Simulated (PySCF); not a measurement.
# Ionisation energy of C+ by level of theory

C+ [He] 2s2 2p1 (2P) → C(2+) [He] 2s2 (1S), as a difference of total energies. Calculation: PySCF 2.14, in dyall-acv3z (15s9p4d2f, 76 functions); no relativity, point nucleus. Correlated levels: valence: 1s2 frozen; virtual orbitals above 40 to 60 times the deepest correlated orbital energy dropped. The calculations carry no spin-orbit coupling.

| method | ionisation energy (eV) |
| --- | --- |
| UHF | 24.171 |
| MP2 (valence) | 24.385 |
| SCS-MP2 (valence) | 24.341 |
| CCSD (valence) | 24.218 |
| CCSD(T) (valence) | 24.250 |

**Question.** How much does correlation contribute at CCSD(T) (valence)?

**Answer.** 24.250 − (24.171) = 0.079 eV, measured against UHF.

Errors of the correlated levels include the incompleteness of this basis and the frozen core.

The coupled-cluster amplitudes are large for C(2+) (T1 above 0.03 or a double amplitude above 0.15), so a single reference is strained.

For comparison: 24.378 eV (measured; NIST levels, between the centres of gravity of the two terms).
